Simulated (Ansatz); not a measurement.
NbTe2⁻. Charge -1, multiplicity 3. Geometry PBE0-D4/def2-TZVP, that of the neutral doublet.

```tsv
atom	x (Å)	y (Å)	z (Å)
Nb1	0.264	-1.133	0.974
Te2	-0.251	-0.332	-1.501
Te3	-0.013	1.466	0.528
```

In the def2 sets Nb, Te take a core potential; there is no spin–orbit coupling. At PBE-D4/def2-TZVPD, r2SCAN-D4/def2-TZVPD, PBE0-D4/def2-TZVPD the charge -1 triplet is spin-contaminated (final ⟨S²⟩ up to 3.06, 2.00 for a pure state). At PBE-D4/def2-TZVPD, r2SCAN-D4/def2-TZVPD, PBE0-D4/def2-TZVPD the highest occupied level of the charge -1 triplet lies above zero (up to 0.82 eV). It is a level of β spin, whose loss leaves a quartet; that state wasn't run at this geometry and level. The electron is either unbound and held by the finite basis, or the level is raised by self-interaction error. The structure comes from a short search, and lower isomers may exist.

Problem. Estimate the α-spin orbital energies around the gap (eV) in Ansatz with PBE-D4/def2-TZVPD, r2SCAN-D4/def2-TZVPD, PBE0-D4/def2-TZVPD.

Solution. 
```
orbital  PBE-D4/def2-TZVPD  r2SCAN-D4/def2-TZVPD  PBE0-D4/def2-TZVPD
 HOMO−5              -2.38                 -2.69               -3.63
 HOMO−4              -1.68                 -1.90               -2.74
 HOMO−3              -0.71                 -0.87               -1.63
 HOMO−2              -0.22                 -0.62               -1.42
 HOMO−1               0.29                 -0.09               -0.99
   HOMO               0.35                  0.01               -0.80
   LUMO               0.90                  1.03                1.49
 LUMO+1               0.97                  1.05                1.81
 LUMO+2               1.10                  1.36                1.84
 LUMO+3               2.26                  2.53                2.77
 LUMO+4               2.53                  2.70                2.93
 LUMO+5               2.65                  3.04                3.07
 β HOMO               0.82                  0.61                0.15
 β LUMO               1.17                  1.30                1.58
```
